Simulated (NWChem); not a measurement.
# TlI; SMILES [I][Tl]

Results from NWChem. Medium grid unless said otherwise, to which SCAN and Minnesota functionals are sensitive. Coordinates come from a PBE0/def2-SVP optimisation. def2 effective core potentials on I, Tl; no spin-orbit coupling. B3LYP is NWChem's, with the RPA form of VWN correlation.

Task: Order these by “highest occupied level (eV)”, lowest first: PBE0/def2-SVP; B97-2/def2-SVP; PBE/def2-SVP; MN15-L/def2-SVP.

Result: PBE0/def2-SVP (-6.81), B97-2/def2-SVP (-6.54), MN15-L/def2-SVP (-6.01), PBE/def2-SVP (-5.78)
